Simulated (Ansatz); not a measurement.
Relaxation of H8N2OSi (12 atoms, charge 0, multiplicity 1), to a largest force component of 0.03 eV/Å in at most 50 steps.

These are results of Ansatz, RKS PBE0-D4/6-31G*, not measurements.

```xyz
12
Properties=species:S:1:pos:R:3:forces:R:3
Si -0.438 -0.023 -0.590 -0.15 -0.17 -0.22
H -0.009 1.021 1.831 0.82 1.22 -0.26
N 1.252 -0.196 -0.357 -0.01 -0.04 -0.04
H 1.706 -1.041 -0.675 0.01 0.01 0.00
H 1.738 0.223 0.422 0.00 0.01 0.04
N -0.760 1.653 -0.660 0.00 -0.03 0.02
H -1.690 2.009 -0.504 -0.03 0.02 0.01
H -0.186 2.272 -1.210 0.03 0.03 -0.02
H -0.674 -0.861 -1.809 0.00 0.00 -0.01
O -1.527 -0.598 0.546 -0.01 -0.05 -0.22
H -1.896 -1.451 0.292 -0.01 -0.02 -0.01
H -0.391 0.493 2.108 -0.65 -0.97 0.73
```

Where does it end, and by what steps?

The run converged. The force dipped under the threshold on the way, but the program's further checks kept it going. After 22 steps the energy has fallen by 0.223 eV; H2 moved furthest, 1.91 Å.

```json
{"step": "0", "energy less start (eV)": "0.0000", "largest force component (eV/Å)": "1.218", "accepted": "yes"}
{"step": "1", "energy less start (eV)": "-0.1115", "largest force component (eV/Å)": "0.177", "accepted": "yes"}
{"step": "2", "energy less start (eV)": "-0.1549", "largest force component (eV/Å)": "0.223", "accepted": "yes"}
{"step": "3", "energy less start (eV)": "-0.1812", "largest force component (eV/Å)": "0.187", "accepted": "yes"}
{"step": "4", "energy less start (eV)": "-0.1878", "largest force component (eV/Å)": "0.131", "accepted": "yes"}
{"step": "5", "energy less start (eV)": "-0.1747", "largest force component (eV/Å)": "0.289", "accepted": "no"}
{"step": "6", "energy less start (eV)": "-0.1943", "largest force component (eV/Å)": "0.066", "accepted": "yes"}
{"step": "7", "energy less start (eV)": "-0.1976", "largest force component (eV/Å)": "0.180", "accepted": "yes"}
{"step": "8", "energy less start (eV)": "-0.1986", "largest force component (eV/Å)": "0.302", "accepted": "yes"}
{"step": "9", "energy less start (eV)": "-0.2037", "largest force component (eV/Å)": "0.174", "accepted": "yes"}
{"step": "10", "energy less start (eV)": "-0.2049", "largest force component (eV/Å)": "0.241", "accepted": "yes"}
{"step": "11", "energy less start (eV)": "-0.2079", "largest force component (eV/Å)": "0.159", "accepted": "yes"}
{"step": "12", "energy less start (eV)": "-0.2103", "largest force component (eV/Å)": "0.104", "accepted": "yes"}
{"step": "13", "energy less start (eV)": "-0.2120", "largest force component (eV/Å)": "0.114", "accepted": "yes"}
{"step": "14", "energy less start (eV)": "-0.2152", "largest force component (eV/Å)": "0.078", "accepted": "yes"}
{"step": "15", "energy less start (eV)": "-0.2168", "largest force component (eV/Å)": "0.025", "accepted": "yes"}
{"step": "16", "energy less start (eV)": "-0.2190", "largest force component (eV/Å)": "0.150", "accepted": "yes"}
{"step": "17", "energy less start (eV)": "-0.2199", "largest force component (eV/Å)": "0.224", "accepted": "yes"}
{"step": "18", "energy less start (eV)": "-0.2211", "largest force component (eV/Å)": "0.122", "accepted": "yes"}
{"step": "19", "energy less start (eV)": "-0.2222", "largest force component (eV/Å)": "0.034", "accepted": "yes"}
{"step": "20", "energy less start (eV)": "-0.2229", "largest force component (eV/Å)": "0.053", "accepted": "yes"}
{"step": "21", "energy less start (eV)": "-0.2230", "largest force component (eV/Å)": "0.148", "accepted": "yes"}
{"step": "22", "energy less start (eV)": "-0.2233", "largest force component (eV/Å)": "0.028", "accepted": "yes"}
```

```xyz
12
Properties=species:S:1:pos:R:3
Si -0.436 0.038 -0.796
H -0.267 0.262 3.562
N 1.267 -0.115 -0.672
H 1.711 -1.016 -0.781
H 1.800 0.502 -0.074
N -0.742 1.659 -1.239
H -1.653 2.071 -1.107
H -0.206 2.111 -1.964
H -0.812 -1.079 -1.720
O -1.387 -0.136 0.566
H -1.630 -1.049 0.758
H -0.520 0.251 2.860
```

Run time: 93 s on 1 thread of Arm Neoverse V1, with other jobs on the host, peak memory 0.16 GiB.
